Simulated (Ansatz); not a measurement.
A run for Ansatz (an electronic-structure program): R-wB97M-V/def2-TZVPP on GeH2O (SMILES [OH][GeH]), a point of a torsion scan.

Ansatz 0.2 input:
```yaml
crystal:
  periodic: [false, false, false]
  atoms:
    - {symbol: O, position_ang: [-0.82043617, 0.27932684, 0.28741339]}
    - {symbol: Ge, position_ang: [0.78076578, 0.62335992, -0.36813298]}
    - {symbol: H, position_ang: [-1.39572270, -0.37371036, -0.10742731]}
    - {symbol: H, position_ang: [1.04843074, 1.75511724, 0.80133577]}
basis:
  gaussian:
    orbitals: def2-TZVPP
hamiltonian:
  xc: {name: wB97M-V}
scf: {lower_state_search: off}
```

Output:

```
WARN ansatz: RAYON_NUM_THREADS=1 ignored (pool sized by the plan → 1); use --threads N
Functional definition: wB97M-V
these checks for a lower state are left out or cut short: stability, starts, cluster_reference, orbital_swaps, neighbouring_geometries, increment
integrals: 0.04 GiB planned
655 factors; their error is unknown
integrals: 0.07 GiB planned
131 factors; integrals over basis functions are off by at most 3.6e-5 eV
mean field: 0.40 GiB planned
mean field evaluation 1: about -58590.2252 eV, gradient 5.1e1 eV
mean field evaluation 2: about -58585.3952 eV, gradient 7.4e1 eV
mean field evaluation 4: about -58594.5742 eV, gradient 7.7e-1 eV
mean field evaluation 8: about -58594.5767 eV, gradient 3.0e-2 eV
mean field evaluation 16: about -58594.7389 eV, gradient 2.6e-5 eV
mean field -58594.73893292 eV, -2153.3169388442 hartree, gradient 5.1e-6 eV, S^2 0.000000; 0 other end points of the search recorded, 0 dependent functions left out
reference -58594.73896502 eV, -2153.3169400241 hartree; 21, 21 occupied and 86, 86 virtual orbitals, 655 factors
Total energy: -58594.73896502 eV, -2153.3169400241 hartree
Checks for a lower state left out: stability, starts, cluster_reference, orbital_swaps, neighbouring_geometries, increment
```

The calculation finished and met its thresholds.

Cost: about 2.4 core-seconds (a rough figure).
